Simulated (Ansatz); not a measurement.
A ladder of methods for KLi (Lithium Potassium)

KLi: 2 atoms, total charge 0, spin state singlet. SMILES: `[Li][K]`. The bond length is the measured one.

```xyz
2

Li    0.0000    0.0000    0.0000
K     0.0000    0.0000    3.2700
```

Quantity: the energy change with the Li1–K2 bond stretched from 3.270 to 6.540 Å, in eV. The values are calculated.

```json
{"level": "SVWN5/STO-3G (restricted)", "kind": "LDA", "program": "Ansatz", "value (eV)": "1.72", "less FCI/STO-3G": "+0.10"}
{"level": "revPBE/STO-3G (restricted)", "kind": "GGA", "program": "Ansatz", "value (eV)": "1.61", "less FCI/STO-3G": "-0.01"}
{"level": "B3LYP/STO-3G (restricted)", "kind": "global hybrid", "program": "Ansatz", "value (eV)": "1.77", "less FCI/STO-3G": "+0.15"}
{"level": "PBE0/STO-3G (restricted)", "kind": "global hybrid", "program": "Ansatz", "value (eV)": "1.96", "less FCI/STO-3G": "+0.34"}
{"level": "HSE06/STO-3G (restricted)", "kind": "range-separated hybrid", "program": "Ansatz", "value (eV)": "1.86", "less FCI/STO-3G": "+0.24"}
{"level": "wB97M-V/STO-3G (restricted)", "kind": "range-separated hybrid", "program": "Ansatz", "value (eV)": "2.52", "less FCI/STO-3G": "+0.90"}
{"level": "B2PLYP/STO-3G (restricted)", "kind": "double hybrid", "program": "Ansatz", "value (eV)": "1.66", "less FCI/STO-3G": "+0.04"}
{"level": "MP2/STO-3G (restricted)", "kind": "perturbation theory", "program": "Ansatz", "value (eV)": "1.96", "less FCI/STO-3G": "+0.34"}
{"level": "CCSDTQ/STO-3G (restricted)", "kind": "coupled cluster or CI", "program": "Ansatz", "value (eV)": "1.62", "less FCI/STO-3G": "0.00"}
{"level": "FCI/STO-3G", "kind": "exact in the basis", "program": "Ansatz", "value (eV)": "1.62", "less FCI/STO-3G": "0.00"}
```

FCI/STO-3G is exact within its basis and frozen core, so for wave-function methods in that basis the difference is their error; functionals converge differently with the basis, so for them it is only a difference. The first shape isn't each level's own minimum. The values span 1.61 to 2.52 eV. Minimal STO sets describe s-block atoms so badly that they can place the ion below the atom. All rows use very small basis sets, so even the best lies far from the true value.
